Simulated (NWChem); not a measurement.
System: C₂H₃FN₂Si; SMILES C1=N[Si@@H](C=N1)F

The following NWChem deck was run.

```
start job
memory heap 200 mb stack 900 mb global 1100 mb
geometry units angstroms noautosym nocenter noautoz
  F      0.106626     2.009981    -0.587132
  Si     0.014738     0.746777     0.419047
  C      1.279104    -0.633143     0.051108
  N      0.631614    -1.697498    -0.245091
  C     -0.804739    -1.450699    -0.227058
  N     -1.328362    -0.325483     0.043707
  H     -0.017567     1.268017     1.806248
  H      2.375905    -0.674998     0.083204
  H     -1.403776    -2.340712    -0.473059
end
basis spherical
  * library def2-svp
end
dft
  xc xpbe96 cpbe96
  iterations 150
end
cosmo
  do_cosmo_smd true
  solvent ethanol
end
task dft energy
```

Output (shortened):

```
             Northwest Computational Chemistry Package (NWChem) 7.3.0
             --------------------------------------------------------

                             Geometry "geometry" -> ""
                             -------------------------

 Output coordinates in angstroms (scale by  1.889725989 to convert to a.u.)

  No.       Tag          Charge          X              Y              Z
 ---- ---------------- ---------- -------------- -------------- --------------
    1 F                    9.0000     0.10662600     2.00998100    -0.58713200
    2 Si                  14.0000     0.01473800     0.74677700     0.41904700
    3 C                    6.0000     1.27910400    -0.63314300     0.05110800
    4 N                    7.0000     0.63161400    -1.69749800    -0.24509100
    5 C                    6.0000    -0.80473900    -1.45069900    -0.22705800
    6 N                    7.0000    -1.32836200    -0.32548300     0.04370700
    7 H                    1.0000    -0.01756700     1.26801700     1.80624800
    8 H                    1.0000     2.37590500    -0.67499800     0.08320400
    9 H                    1.0000    -1.40377600    -2.34071200    -0.47305900

 Effective nuclear repulsion energy (a.u.)     281.1085078789

  pbe96 is a nonlocal functional; adding pw91lda local functional.

                                 NWChem DFT Module
                                 -----------------

 Summary of "ao basis" -> "ao basis" (spherical)
 ------------------------------------------------------------------------------
       Tag                 Description            Shells   Functions and Types
 ---------------- ------------------------------  ------  ---------------------
 F                          def2-svp                 6       14   3s2p1d
 Si                         def2-svp                 8       18   4s3p1d
 C                          def2-svp                 6       14   3s2p1d
 N                          def2-svp                 6       14   3s2p1d
 H                          def2-svp                 3        5   2s1p

 in cosmo_initialize ...
 calling solv_data for solv:ethanol

 solvent parameters
 solvname_short: ethanol
 solvname_long:  ethanol
 dielec:       24.8520
 dielecinf:     1.8526
 nonaqueous SMD model solvent descriptors
 dielec:       24.8520
 sola:          0.3700
 solb:          0.4800
 solc:          0.0000
 solg:         31.6200
 solh:          0.0000
 soln:          1.3611

          ---------------
          -cosmo- solvent
          ---------------
 Cosmo: York-Karplus, doi: 10.1021/jp992097l
 dielectric constant -eps-     =  24.85
 screen = (eps-1)/(eps    )    =   0.95976
 surface charge correction     = lagrangian

   van der Waals surface
 --------------------------

 ---------- ATOMIC COORDINATES (A.U.) ------------ VDWR(ANG.) --
     1    0.20149392    3.79831333   -1.10951860     1.730
     2    0.02785078    1.41120390    0.79188401     2.470
     3    2.41715607   -1.19646678    0.09658012     1.850
     4    1.19357739   -3.20780609   -0.46315483     1.890
     5   -1.52073620   -2.74142360   -0.42907740     1.850
     6   -2.51024019   -0.61507368    0.08259425     1.890
     7   -0.03319682    2.39620468    3.41331379     1.200
     8    4.48980942   -1.27556126    0.15723276     1.200
     9   -2.65275199   -4.42330430   -0.89395189     1.200
 number of segments per atom =        128
 number of   points per atom =        128
 atom (   nspa,  nppa )
 ----------------------
    1 (     66,     0 )       0
    2 (     69,     0 )       0
    3 (     35,     0 )       0
    4 (     62,     0 )       0
    5 (     44,     0 )       0
    6 (     50,     0 )       0
    7 (     31,     0 )       0
    8 (     56,     0 )       0
    9 (     56,     0 )       0
 number of -cosmo- surface points =      469
 molecular surface =    121.461 angstrom**2
 molecular volume  =    111.267 angstrom**3
 -lineq- algorithm             =   0
 -bem- low  level              =   3
 -bem- from -octahedral-
 gaussian surface charge width =   4.50000
 degree of switching           =   1.00000
 switching function tolerance  =   0.00010
 atomic radii =
 --------------
    1  9.000  1.730
    2 14.000  2.470
    3  6.000  1.850
    4  7.000  1.890
    5  6.000  1.850
    6  7.000  1.890
    7  1.000  1.200
    8  1.000  1.200
    9  1.000  1.200
 ...... end of -cosmo- initialization ......

 nat:                     9
 ixmem:                  4523
 calling mnsol_interface()
 G(SMD-CDS) energy (kcal/mol)  =     1.069
 SMD-CDS SASA (angstrom**2)    =   139.282

            General Information
            -------------------
          SCF calculation type: DFT
          Wavefunction type:  closed shell.
          No. of atoms     :     9
          No. of electrons :    52
           Alpha electrons :    26
            Beta electrons :    26
          Charge           :     0
          Spin multiplicity:     1
          Use of symmetry is: off; symmetry adaption is: off
          Maximum number of iterations: 150
          AO basis - number of functions:   103
                     number of shells:    47
          Convergence on energy requested:  1.00D-06
          Convergence on density requested:  1.00D-05
          Convergence on gradient requested:  5.00D-04

              XC Information
              --------------
          PerdewBurkeErnzerhof Exchange Functional  1.000
            Perdew 1991 LDA Correlation Functional  1.000 local
           PerdewBurkeErnz. Correlation Functional  1.000 non-local

             Grid Information
             ----------------
          Grid used for XC integration:  medium
          Radial quadrature: Mura-Knowles
          Angular quadrature: Lebedev.
          Tag              B.-S. Rad. Rad. Pts. Rad. Cut. Ang. Pts.
          ---              ---------- --------- --------- ---------
          F                   0.50       49          12.0       434
          Si                  1.10       88          10.0       590
          C                   0.70       49          10.0       434
          N                   0.65       49          10.0       434
          H                   0.35       45          11.0       434
          Grid pruning is: on
          Number of quadrature shells:   468
          Spatial weights used:  Erf1

      Superposition of Atomic Density Guess
      -------------------------------------

 Sum of atomic energies:        -573.26687697

      Non-variational initial energy
      ------------------------------

 Total energy =    -576.000016
 1-e energy   =   -1348.540040
 2-e energy   =     491.431516
 HOMO         =      -0.285165
 LUMO         =      -0.096633

   convergence    iter        energy       DeltaE   RMS-Dens  Diis-err
 ---------------- ----- ----------------- --------- --------- ---------
     COSMO gas phase
 d= 0,ls=0.0,diis     1   -575.9592021893 -8.57D+02  2.46D-02  1.19D+00
 d= 0,ls=0.0,diis     2   -575.3522209004  6.07D-01  1.76D-02  6.47D+00
 d= 0,ls=0.0,diis     3   -576.0923052491 -7.40D-01  4.24D-03  1.14D-01
 d= 0,ls=0.0,diis     4   -576.0962647340 -3.96D-03  2.29D-03  8.74D-02
 d= 0,ls=0.0,diis     5   -576.1063068960 -1.00D-02  5.98D-04  7.27D-03
  Resetting Diis
 d= 0,ls=0.0,diis     6   -576.1069011275 -5.94D-04  2.43D-04  9.11D-04
 d= 0,ls=0.0,diis     7   -576.1069919146 -9.08D-05  3.48D-04  2.39D-04
 d= 0,ls=0.0,diis     8   -576.1067586881  2.33D-04  2.55D-04  2.17D-03
 d= 0,ls=0.0,diis     9   -576.1070204786 -2.62D-04  2.44D-05  8.11D-06
 d= 0,ls=0.0,diis    10   -576.1070213250 -8.46D-07  5.60D-06  6.13D-07

   convergence    iter        energy       DeltaE   RMS-Dens  Diis-err
 ---------------- ----- ----------------- --------- --------- ---------
     COSMO solvation phase
 d= 0,ls=0.0,diis     1   -576.1131582647 -6.14D-03  2.01D-03  3.32D-03
 d= 0,ls=0.0,diis     2   -576.1129650073  1.93D-04  6.90D-04  9.81D-03
 d= 0,ls=0.0,diis     3   -576.1141590828 -1.19D-03  1.81D-04  5.48D-04
 d= 0,ls=0.0,diis     4   -576.1142097012 -5.06D-05  7.94D-05  1.03D-04
 d= 0,ls=0.0,diis     5   -576.1142189790 -9.28D-06  2.66D-05  1.62D-05
 d= 0,ls=0.0,diis     6   -576.1142203218 -1.34D-06  7.60D-06  9.10D-07
 d= 0,ls=0.0,diis     7   -576.1142204335 -1.12D-07  1.89D-06  5.20D-08

         Total DFT energy =     -576.114220433470
      One electron energy =    -1351.576336327678
           Coulomb energy =      551.139757634067
    Exchange-Corr. energy =      -56.691574309255
 Nuclear repulsion energy =      281.108507878945

             COSMO energy =       -0.094575309549

 Numeric. integr. density =       52.000007853952

                                COSMO-SMD solvation results
                                ---------------------------

             internal energy in gas <Psi(g)|H|Psi(g)> =      -576.107021324971
         internal energy in solvent <Psi(s)|H|Psi(s)> =      -576.105750345722
                               delta internal energy  =         0.001270979249 (    0.80 kcal/mol)
   total free energy in solvent <Psi(s)|H+V/2|Psi(s)> =      -576.115923535633
 polarization energy contribution <Psi(s)|V/2|Psi(s)> =        -0.010173189911 (   -6.38 kcal/mol)
    total free energy in solvent including G(SMD-CDS) =      -576.114220433470
                       G(SMD-CDS) energy contribution =         0.001703102162 (    1.07 kcal/mol)
     1 M fixed-concentration free energy of solvation =        -0.007199108500 (   -4.52 kcal/mol)

                       DFT Final Molecular Orbital Analysis
                       ------------------------------------

 Vector   24  Occ=2.000000D+00  E=-2.831129D-01
              MO Center= -1.8D-01, -8.1D-01, -3.6D-02, r^2= 2.5D+00
   Bfn.  Coefficient  Atom+Function         Bfn.  Coefficient  Atom+Function
  ----- ------------  ---------------      ----- ------------  ---------------
    80      0.376711  6 N  pz                38      0.299515  3 C  pz
    52     -0.276440  4 N  pz                83     -0.265636  6 N  pz
    66     -0.218705  5 C  pz                41      0.196590  3 C  pz
    55      0.187693  4 N  pz                69     -0.125458  5 C  pz
    51      0.106422  4 N  py                79     -0.087880  6 N  py

 Vector   25  Occ=2.000000D+00  E=-2.476506D-01
              MO Center= -6.7D-01, -5.9D-01, -1.5D-02, r^2= 2.8D+00
   Bfn.  Coefficient  Atom+Function         Bfn.  Coefficient  Atom+Function
  ----- ------------  ---------------      ----- ------------  ---------------
    78      0.427791  6 N  px                81     -0.306527  6 N  px
    49      0.302514  4 N  s                 37      0.238877  3 C  py
    22      0.186712  2 Si px                77      0.184670  6 N  s
    99     -0.174597  9 H  s                 76      0.168962  6 N  s
    40      0.142175  3 C  py                51      0.140203  4 N  py

 Vector   26  Occ=2.000000D+00  E=-2.237913D-01
              MO Center=  2.8D-01, -1.1D+00, -9.0D-02, r^2= 3.0D+00
   Bfn.  Coefficient  Atom+Function         Bfn.  Coefficient  Atom+Function
  ----- ------------  ---------------      ----- ------------  ---------------
    51      0.382347  4 N  py                54     -0.297829  4 N  py
    78     -0.246585  6 N  px                50     -0.239207  4 N  px
    17      0.226528  2 Si s                 53      0.185682  4 N  px
    81      0.184010  6 N  px                64     -0.168636  5 C  px
    37      0.146937  3 C  py                23     -0.142285  2 Si py

 Vector   27  Occ=0.000000D+00  E=-1.307950D-01
              MO Center=  2.2D-01, -6.7D-01,  1.7D-02, r^2= 3.0D+00
   Bfn.  Coefficient  Atom+Function         Bfn.  Coefficient  Atom+Function
  ----- ------------  ---------------      ----- ------------  ---------------
    38      0.367404  3 C  pz                41      0.335319  3 C  pz
    66     -0.301159  5 C  pz                69     -0.277529  5 C  pz
    52      0.252941  4 N  pz                55     -0.245334  4 N  pz
    80     -0.233589  6 N  pz                83      0.229776  6 N  pz
    27      0.215826  2 Si pz                90     -0.168070  7 H  s

 Vector   28  Occ=0.000000D+00  E=-1.326693D-02
              MO Center= -1.9D-01, -1.0D+00, -6.7D-02, r^2= 2.7D+00
   Bfn.  Coefficient  Atom+Function         Bfn.  Coefficient  Atom+Function
  ----- ------------  ---------------      ----- ------------  ---------------
    69      0.480593  5 C  pz                55     -0.435391  4 N  pz
    66      0.428649  5 C  pz                52      0.377033  4 N  pz
    83     -0.335215  6 N  pz                41      0.288734  3 C  pz
    80      0.272014  6 N  pz                25      0.255721  2 Si px
    35     -0.195814  3 C  s                 38      0.195132  3 C  pz

 Vector   29  Occ=0.000000D+00  E= 2.223445D-02
              MO Center=  5.1D-01,  9.4D-01,  5.7D-01, r^2= 3.1D+00
   Bfn.  Coefficient  Atom+Function         Bfn.  Coefficient  Atom+Function
  ----- ------------  ---------------      ----- ------------  ---------------
    26      0.751455  2 Si py                25      0.674673  2 Si px
    35     -0.543011  3 C  s                 90     -0.535942  7 H  s
    18      0.492736  2 Si s                  3     -0.380134  1 F  s
    77      0.335993  6 N  s                 17      0.240023  2 Si s
    49      0.213431  4 N  s                 83      0.197782  6 N  pz

     Multipole analysis of the density
     ---------------------------------

     L   x y z        total         alpha         beta         nuclear
     -   - - -        -----         -----         ----         -------
     0   0 0 0     -0.000000    -26.000000    -26.000000     52.000000

     1   1 0 0      0.674843      0.252873      0.252873      0.169096
     1   0 1 0     -0.039111     -0.145312     -0.145312      0.251513
     1   0 0 1      0.492196      0.686900      0.686900     -0.881604

     2   2 0 0    -30.152860    -80.369462    -80.369462    130.586063
     2   1 1 0      2.274729     -1.379520     -1.379520      5.033769
     2   1 0 1      0.935038     -0.160260     -0.160260      1.255558
     2   0 2 0    -32.627964   -172.824006   -172.824006    313.020048
     2   0 1 1      1.122449     -2.467694     -2.467694      6.057837
     2   0 0 2    -29.499981    -32.271461    -32.271461     35.042941
```

Level: PBE/def2-SVP, SMD on the gas-phase geometry. Geometry: optimised at PBE0/def2-SVP. Solvent: ethanol.
